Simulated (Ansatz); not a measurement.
`[CH3][Zn][Br]` + `B[Te]C` → `[CH3][Zn][Te]C` + `BBr`  (redistribution)

Calculated with Ansatz (gas phase, PBE0-D4/def2-TZVP geometries, no zero-point term in ΔE). CBS: MP2 limit from def2 TZ/QZ plus the TZ coupled-cluster correction, frozen cores. Functionals use def2-TZVPP. Elements past krypton have def2 core potentials. For Br, Te, Zn outer-core shells are correlated without core-valence functions, which leaves a few kJ/mol of doubt a bond. Scalar relativity is left out up to krypton. Each species was taken in one conformer, which may not be the lowest.

`[CH3][Zn][Br]`:

Cartesian coordinates in Å:
```
C -0.097 0.814 -0.120
Zn 0.129 -1.081 0.160
Br 0.394 -3.289 0.486
H -1.061 1.142 0.275
H -0.060 1.046 -1.186
H 0.695 1.369 0.386
```

`B[Te]C`:

```xyz
8

B     0.940   -1.423   -0.566
Te    1.272    0.564   -0.029
C    -0.738    1.132    0.448
H    -0.166   -1.869   -0.527
H     1.887   -2.064   -0.901
H    -0.780    1.445    1.489
H    -1.375    0.265    0.287
H    -1.039    1.951   -0.201
```

`[CH3][Zn][Te]C`:

```xyz
10

C     0.919   -2.118   -1.187
Zn   -0.100   -0.478   -0.947
Te   -1.408    1.619   -0.648
C    -0.759    2.013    1.377
H     1.987   -1.902   -1.259
H     0.757   -2.797   -0.347
H     0.608   -2.626   -2.103
H    -1.257    2.933    1.676
H    -1.064    1.202    2.034
H     0.318    2.153    1.406
```

`BBr`:

```xyz
4

B     0.033    0.126   -0.146
Br   -0.286   -1.094    1.264
H     0.682   -0.249   -1.068
H    -0.429    1.217   -0.051
```

```
         species  CAM-B3LYP energy (Eh)
 `[CH3][Zn][Br]`            -4393.75437
        `B[Te]C`             -333.95357
`[CH3][Zn][Te]C`            -2127.36213
           `BBr`            -2600.32952
```

(1) Work out ΔE.

Largest T1 diagnostic among the species: 0.015.

Answers

(1) ΔE = (-2127.36213) + (-2600.32952) − (-4393.75437) − (-333.95357) = 0.01629 Eh = +42.8 kJ/mol. CCSD(T)/CBS gives +43.9 kJ/mol.

Leaving LDA and LC-ωPBE aside and taking each functional with its dispersion term where it has one, the values, not all of them listed here, spread over 11.1 kJ/mol, from BLYP-D4 to B97M-V. LDA lies +4.3 kJ/mol from PBE without D4. At CCSD(T), def2-SVP lies −5.7 kJ/mol from the extrapolated value and def2-TZVPP +2.3 kJ/mol.
